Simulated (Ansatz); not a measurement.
The cluster Sn₂O₆, relaxed as a singlet with RKS B3LYP-D4/def2-SVP in Ansatz, starting from the GFN2-xTB geometry. Force threshold 0.02 eV/Å.

In the def2 sets Sn takes a core potential; there is no spin–orbit coupling. The structure holds 4 bonds between oxygen atoms, so isomers without such links may lie far lower. The structure comes from a short search, and lower isomers may exist.

Start:

```tsv
atom	x (Å)	y (Å)	z (Å)
Sn1	0.222	-1.899	-0.324
Sn2	-0.283	0.980	-1.690
O3	0.130	0.213	1.751
O4	1.394	0.317	-0.140
O5	1.146	0.895	1.108
O6	-0.055	-1.054	-2.138
O7	-1.432	-0.053	0.118
O8	-1.122	0.600	1.314
```

(1) Estimate the energy that the relaxation releases and the steps that it takes.

(2) Does the start keep its bonding and symmetry?

(3) Predict the relaxed structure.

Answers

(1) 0.28 eV, in 6 steps; 18 s on 4 threads of Arm Neoverse V1 on a shared host. No frequencies were taken in this run, so the end may be a saddle point.

(2) By distances, no bond broke or formed. The bond that changes most is Sn1–O7, from 2.52 to 2.35 Å (atoms count from 1). Point group Cs at the start, Cs at the end, both within 0.05 Å.

(3) 
Cartesian coordinates in Å:
```
Sn 0.213 -1.837 -0.311
Sn -0.276 0.958 -1.654
O 0.133 0.228 1.800
O 1.307 0.239 -0.167
O 1.150 0.911 1.087
O -0.061 -1.001 -2.121
O -1.333 -0.108 0.072
O -1.133 0.612 1.294
```
Bond lengths (bridged metal pairs left out): 6 × O–Sn 2.01 to 2.35 Å; 4 × O–O 1.42 to 1.43 Å.
